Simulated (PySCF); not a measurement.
These are PBE-D3(BJ)/def2-TZVP run with PySCF values and carry that method's errors. Gas-phase values, no solvent. One relaxed conformer stands for a flexible species; it need not be the lowest. Delta-SCF ions had no search for a lower state. Excitations are Tamm–Dancoff values on a coarser integration grid. The basis has no diffuse functions, so Rydberg states are missing or too high.

Reference species (SMILES): `C(/N=C/O)#N` (neutral, multiplicity 1).

```yaml
vertical ionisation energy (Delta-SCF): 10.56 eV
brightest of the four lowest singlets (TDA): 5.79 eV
T1 excitation (TDA): 3.84 eV
```

Changed species: `N=C=NC=O`.

Predict the effect on the vertical ionisation energy (Delta-SCF), brightest of the four lowest singlets (TDA) and T1 excitation (TDA).

the vertical ionisation energy (Delta-SCF) falls by 0.51 eV, to 10.05 eV; the brightest of the four lowest singlets (TDA) rises by 0.22 eV, to 6.01 eV; the T1 excitation (TDA) falls by 0.21 eV, to 3.63 eV.
